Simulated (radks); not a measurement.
The nuclear charge of neutral manganese is varied continuously with 25 electrons held in [Ar] 3d5 4s2. Method: non-relativistic Kohn-Sham, r2SCAN, spin-polarised, spherical densities, point nucleus; open shells are filled with parallel spins first; meta-GGA in the generalised Kohn-Sham scheme; computed with a radial shooting solver on a logarithmic mesh with Libxc functionals. By the Hellmann-Feynman theorem dE/dZ = E(electron-nucleus)/Z, the electronic potential at the nucleus.

| Z | E (hartree) | E(electron-nucleus)/Z (hartree) | HOMO | e(HOMO) (eV) | <r> HOMO (bohr) |
|---|---|---|---|---|---|
| 24.8 | -1129.20947 | -108.259 | 4s | -3.082 | 3.659 |
| 24.9 | -1140.06405 | -108.833 | 4s | -3.781 | 3.537 |
| 25 | -1150.97600 | -109.406 | 4s | -4.511 | 3.428 |
| 25.1 | -1161.94523 | -109.978 | 4s | -5.271 | 3.330 |
| 25.2 | -1172.97166 | -110.550 | 4s | -6.060 | 3.240 |
| 25.3 | -1184.05522 | -111.121 | 4s | -6.878 | 3.159 |
| 25.4 | -1195.19583 | -111.691 | 4s | -7.722 | 3.083 |
| 25.5 | -1206.39344 | -112.261 | 4s | -8.594 | 3.013 |
| 25.6 | -1217.64798 | -112.830 | 4s | -9.491 | 2.948 |
| 25.7 | -1228.95941 | -113.399 | 4s | -10.414 | 2.887 |
| 25.8 | -1240.32768 | -113.967 | 4s | -11.362 | 2.830 |
| 25.9 | -1251.75274 | -114.534 | 4s | -12.334 | 2.776 |
| 26 | -1263.23454 | -115.102 | 4s | -13.330 | 2.725 |

The central difference of E at Z = 25 is -109.406 hartree, to compare with the third column; the second derivative is -5.73 hartree.
